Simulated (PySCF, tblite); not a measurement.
Isomers of C3H13Si3 (doublet state), one GFN2-xTB conformer each. Single-point energies are computed at B3LYP/pcH-1 (PySCF, gas phase, no added dispersion term), electronic only. GFN2-xTB treats the open shell by occupation alone, and not every SCF solution was tested for stability.

Task: Rank them by B3LYP/pcH-1 energy, lowest first (kJ/mol).
A. `[SiH3:1][CH:2][CH2:3][SiH2:4][CH2:5][SiH3:6]` (doublet state) with Si1–C2–C3–Si4 99°, C2–C3–Si4–C5 -62°, C3–Si4–C5–Si6 -61°
B. `[CH3:1][CH:2][SiH2:3][CH:4]([SiH3:5])[SiH3:6]` (doublet state) with C1–C2–Si3–C4 -88°, C2–Si3–C4–Si5 -64°
C. `[CH3:1][CH2:2][SiH2:3][C@@H:4]([SiH2:5])[SiH3:6]` (doublet state) with C1–C2–Si3–C4 178°, C2–Si3–C4–Si5 -64°, Si3–C4–Si5–H 73° and -159°

Result: C (0.0), B (27.7), A (31.6).

Neighbours under 21 kJ/mol apart (C[CH][SiH2]C([SiH3])[SiH3] and [SiH3][CH]C[SiH2]C[SiH3]) can change places with a better method, another conformer or zero-point energy. GFN2-xTB itself gives, in the same order: 0.0, 32.8, 9.2. Both levels put the same isomer lowest; measured from each level's own lowest isomer, the values differ by up to 22.4 kJ/mol ([SiH3][CH]C[SiH2]C[SiH3]: 9.2 against 31.6).

Task: What happens when harmonic zero-point energies from GFN2-xTB frequencies are added?

Result: 
```csv
SMILES,ZPE (kJ/mol),electronic (kJ/mol),with ZPE (kJ/mol)
CC[SiH2][C@@H]([SiH2])[SiH3],360.0,0.0,0.0
C[CH][SiH2]C([SiH3])[SiH3],345.4,27.7,13.1
[SiH3][CH]C[SiH2]C[SiH3],347.2,31.6,18.8
```

The zero-point energies span 14.6 kJ/mol. The order is unchanged.
